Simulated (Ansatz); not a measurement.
Gas-phase electronic energies from Ansatz, PBE0-D4/def2-TZVP geometries. CBS: MP2 limit from def2 TZ/QZ plus the TZ coupled-cluster correction, frozen cores. This one scheme is used for every species. Functionals use def2-TZVPP. HSE06 is defined as in plane-wave codes. Elements past krypton have def2 core potentials. For Sn outer-core shells are correlated without core-valence functions, which leaves a few kJ/mol of doubt a bond. One conformer a species, not always the lowest.

Consider the ligand exchange at the Sn–N bond: `[NH2][Sn][NH2]` + HCl → `[NH2][Sn][Cl]` + NH₃.

(1) Is it downhill or uphill in electronic energy at CCSD(T)/CBS, and by how much? (An estimate is asked.)

(2) What do these levels give: ωB97X-V, ωB97M-V, B2PLYP, PBE-QIDH, PBE, revPBE, PBE0, HSE06, BHLYP, CAM-B3LYP, RPA@PBE/def2-TZVPP, CCSD(T)/def2-TZVPP? (An estimate is asked.)

(3) What do rigid-rotor, harmonic-oscillator terms from PBE0-D4/def2-TZVP frequencies (298.15 K, 1 bar) make of the CCSD(T)/CBS value? (Best estimate.)

Largest T1 diagnostic among the species: 0.016.

## Answers

(1) Computed: Downhill: ΔE = -109.4 kJ/mol.

(2) Computed: ωB97X-V -109.8, ωB97M-V -110.7, B2PLYP -111.4, PBE-QIDH -111.4, PBE -113.1, revPBE -115.4, PBE0 -114.9, HSE06 -115.3, BHLYP -116.9, CAM-B3LYP -109.8, RPA@PBE/def2-TZVPP -100.7, CCSD(T)/def2-TZVPP -103.9 kJ/mol.

(3) The calculation gave: ΔZPE = +11.7 kJ/mol, ΔH = -98.9 kJ/mol, ΔS = 4 J/(mol·K), ΔG = -100.2 kJ/mol.

Leaving LDA and LC-ωPBE aside and taking each functional with its dispersion term where it has one, the values, not all of them listed here, spread over 9.9 kJ/mol, from B97M-V to CAM-B3LYP-D4. LDA lies +9.0 kJ/mol from PBE without D4. In def2-TZVPP, CCSD(T) changes the Hartree–Fock value by +16.5 kJ/mol (the triples alone add +1.1 kJ/mol) and MP2 by +14.6 kJ/mol.
